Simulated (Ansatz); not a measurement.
The same path of C$_{2}$H$_{6}$BNa (10 atoms, charge 0, multiplicity 1) was run twice with different band settings. Lost on the way: C3–H9. Made: B2–H9, C3–Na4.

All numbers below come from Ansatz, RKS r2SCAN-D4/def2-SVP.

Relaxed end points:

```xyz
10
Properties=species:S:1:pos:R:3
C -0.367 1.207 -0.545
B -0.326 -0.345 -0.267
C 0.846 -0.871 0.646
Na -2.229 -1.891 -1.031
H 0.620 1.713 -0.509
H -0.955 1.607 0.311
H -0.910 1.535 -1.445
H 1.106 -1.937 0.557
H 0.442 -0.755 1.676
H 1.774 -0.264 0.606
```

```xyz
10
Properties=species:S:1:pos:R:3
C -0.319 1.357 -0.278
B -0.230 -0.101 0.353
C 0.915 -1.029 0.263
Na -0.922 -2.262 -0.688
H 0.588 1.636 -0.841
H -0.448 2.107 0.525
H -1.189 1.500 -0.946
H 0.998 -1.941 0.885
H -1.269 -0.516 0.922
H 1.875 -0.751 -0.195
```

Common settings: movable images 5; climbing image yes; spring 5.0 eV/Å²; start path through a guess of the saddle point; force threshold 0.05 eV/Å; iteration limit 60; end points relaxed.

| run | optimiser | largest step |
| --- | --- | --- |
| 1 | quadratic models (default) | default |
| 2 | fire | 0.5 Å |

(1) What does each run give, and how far can it be trusted?

Answers

(1) Run 1: converged after 19 iterations, highest image 0.867 eV above the first end. Neighbouring images differ by up to 1.5 eV, so the band resolves the path poorly. A vibrational analysis at the climbing image gives one clearly imaginary mode, 1199i cm⁻¹: a first-order saddle point.
Run 2: converged after 41 iterations, highest image 0.890 eV above the first end. The order of the stationary point at the top wasn't checked.
The orbitals stay closed-shell, which can raise the energy where a bond breaks towards radicals; this wasn't checked here.
